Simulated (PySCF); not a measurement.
**Sb⁺: ionisation energy**

Sb⁺ [Kr] 4d10 5s2 5p2 (3P) → Sb²⁺ [Kr] 4d10 5s2 5p1 (2P), as a difference of total energies. Calculation: PySCF 2.14, in aug-cc-pVTZ-PP with one added diffuse shell each of d, f type with ECP28MDF (6s5p5d3f, 67 functions); a scalar-relativistic core potential. Correlated levels: valence: 4s2 4p6 4d10 frozen. The calculations carry no spin-orbit coupling.

```tsv
method	ionisation energy (eV)
UHF	16.005
LDA	16.654
PBE	16.467
PBE0	16.532
r2SCAN	16.654
BLYP	16.301
wB97M-V	16.419
B2PLYP	16.385
BHandHLYP	16.419
MP2 (valence)	16.327
SCS-MP2 (valence)	16.264
```

Question: How much does correlation contribute at MP2 (valence)?

Answer: 16.327 − (16.005) = 0.322 eV, measured against UHF.

The reference lies between the lowest fine-structure levels, while these numbers refer to the centres of the terms.

Errors of the correlated levels include the incompleteness of this basis and the frozen core.

For comparison: 16.626 ± 0.025 eV (measured; NIST Atomic Spectra Database, ionization energies).
